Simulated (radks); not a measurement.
Results of a calculation; reference values are marked as such.
Question: The cadmium ion Cd12+, [Kr]. Code: a radial shooting solver on a logarithmic mesh with Libxc functionals. Model: non-relativistic Kohn-Sham, PBE, spin-polarised, spherical densities, point nucleus. Every spin shell is full or empty, so the densities are truly spherical. Functionals are evaluated on that one density, not self-consistently. Rank these exchange functionals by their error against the exact value of the orbitals, and give that value: LDA, RPBE, PW86, OPTX, WC, B86b, G96, EV93, TPSS, SCAN, MS2, Tao-Mo, MVS.

Answer: Exact: -140.245 hartree. From best to worst, with 100 (|E| - |E exact|)/|E exact| (equal figures are ties): MVS 0.00, B86b -0.03, PW86 -0.17, SCAN +0.19, EV93 -0.22, RPBE -0.24, TPSS -0.27, G96 +0.32, MS2 -0.55, Tao-Mo -0.80, WC -0.95, OPTX +1.09, LDA -5.18.
